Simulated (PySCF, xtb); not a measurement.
Mg(Me)2 cation (C₂H₆Mg), SMILES [CH3][Mg][CH3] (connectivity only; charge and spin as stated), charge +1, multiplicity 2.

Harmonic wavenumbers (cm⁻¹) from GFN2-xTB (xtb) at its own minimum, in rising order: 24, 35, 36, 292, 380, 516, 516, 532, 533, 1009, 1092, 1345, 1345, 1348, 1348, 2944, 2964, 2982, 2982, 2983, 2984.

Q: What does PBE-D3(BJ)/def2-TZVP (PySCF) give at its own minimum? (The exact figures need the calculation; the answer reports its results.)

A: 26, 67, 67, 343, 454, 506, 506, 526, 526, 918, 1037, 1349, 1349, 1350, 1350, 2984, 2986, 3128, 3128, 3129, 3129. Paired by order, the mean absolute difference is 49 cm⁻¹ and the zero-point energies are 40.3 and 41.3 kcal/mol.
